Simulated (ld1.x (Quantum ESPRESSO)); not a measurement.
Configuration tests for boron (TM)

| Quantity | Value |
| --- | --- |
| Element | boron (B) |
| Generator | ld1.x (Quantum ESPRESSO) 7.5 |
| Type | norm-conserving Troullier–Martins (Kleinman–Bylander form) |
| Functional | PBE |
| Relativity | non-relativistic |
| Frozen core | [He] |
| Valence charge | 3 |
| Reference configuration | 2s2 2p1 |
| Partial waves | 2s (bound): rc 1.15 bohr; 2p (bound): rc 3.15 bohr; 3d channel at -0.2 Ry: rc 3.05 bohr |
| Local potential | all-electron potential smoothed inside 1.65 bohr (lloc = -1) |
| Core correction | a·sin(br)/r model core inside 1.10 bohr |

Energies are relative to the spin-unpolarised reference configuration 2s2 2p1; without spin polarisation the order of configurations can differ from experiment.

Question: Give the all-electron excitation energy and the error of the potential for: 2s2 2p0; 2s1 2p0; 2s2 2p0.5; 2s1 2p2; 2s1 2p1; 2s2 2p1.3; 2s0 2p3.

Answer:

```tsv
valence configuration	charge	ΔE all-electron (eV)	error AE − PS (meV)
2s2 2p0	+1	8.222	+96
2s1 2p0	+2	33.637	+299
2s2 2p0.5	+0.5	2.888	+13
2s1 2p2	0	5.844	-19
2s1 2p1	+1	14.355	-54
2s2 2p1.3	-0.3	-0.739	+1.1
2s0 2p3	0	11.708	-74
```
